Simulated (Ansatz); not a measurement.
Cartesian coordinates in Å:
```
C -0.252 -1.044 -1.359
O -0.575 -0.602 -0.054
Sn 0.407 0.855 0.764
S -0.544 1.144 2.904
Cl 0.251 2.725 -0.582
Cl 2.653 0.323 0.808
H 0.776 -1.418 -1.422
H -0.932 -1.864 -1.601
H -0.387 -0.253 -2.105
H -1.397 0.134 2.646
```

The species carries charge 0 and has multiplicity 1. Sn takes the def2 core potential.

**Question.** List the ωB97M-V/def2-TZVPP orbital energies in eV (the Gaussian-basis code of Ansatz). (Best estimate.)

**Answer.** Computed: Occupied: -2772.18, -2772.18, -2427.74, -526.53, -282.91, -262.55, -262.55, -221.70, -200.04, -200.04, -199.90, -199.90, -199.89, -199.89, -164.80, -164.75, -164.61, -144.80, -99.40, -99.39, -99.34, -33.46, -33.12, -33.05, -32.91, -32.90, -30.55, -25.89, -25.37, -23.73, -21.81, -17.40, -15.42, -15.37, -15.14, -14.11, -13.31, -12.70, -12.25, -11.84, -11.59, -11.58, -11.25, -10.94, -10.50. Lowest empty: -0.39, 1.51, 2.12, 2.14, 2.35, 3.31, 3.67, 4.05.
